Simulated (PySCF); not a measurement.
# Ionisation energy of Hg²⁺ by level of theory

Hg²⁺ [Xe] 4f14 5d10 (1S) → Hg³⁺ [Xe] 4f14 5d9 (2D), as a difference of total energies. All numbers are calculated (PySCF 2.14, scalar relativity by spin-free X2C-1e, in ANO-RCC-VTZP (8s7p5d3f1g, 84 functions)). Correlated levels: valence: [Xe] 4f14 frozen; valence and next inner shell: [Kr] 4d10 4f14 frozen. The calculations carry no spin-orbit coupling.

| method | ionisation energy (eV) | plus first-order spin-orbit estimate | error of that sum (eV) |
| --- | --- | --- | --- |
| UHF | 33.509 | 32.690 | -1.800 |
| LDA | 35.725 | 34.906 | +0.416 |
| PBE | 35.253 | 34.435 | -0.055 |
| PBE0 | 35.137 | 34.318 | -0.172 |
| r2SCAN | 35.096 | 34.277 | -0.213 |
| MP2 (valence) | 35.269 | 34.450 | -0.040 |
| SCS-MP2 (valence) | 35.095 | 34.276 | -0.214 |
| MP2 (valence and next inner shell) | 35.245 | 34.426 | -0.064 |
| SCS-MP2 (valence and next inner shell) | 35.022 | 34.203 | -0.287 |

Reference: 34.49 ± 0.05 eV (measured; NIST Atomic Spectra Database, ionization energies).

A first-order spin-orbit estimate (lowest level to lowest level, LS coupling) adds -0.819 eV.

Errors of the correlated levels include the incompleteness of this basis and the frozen core.
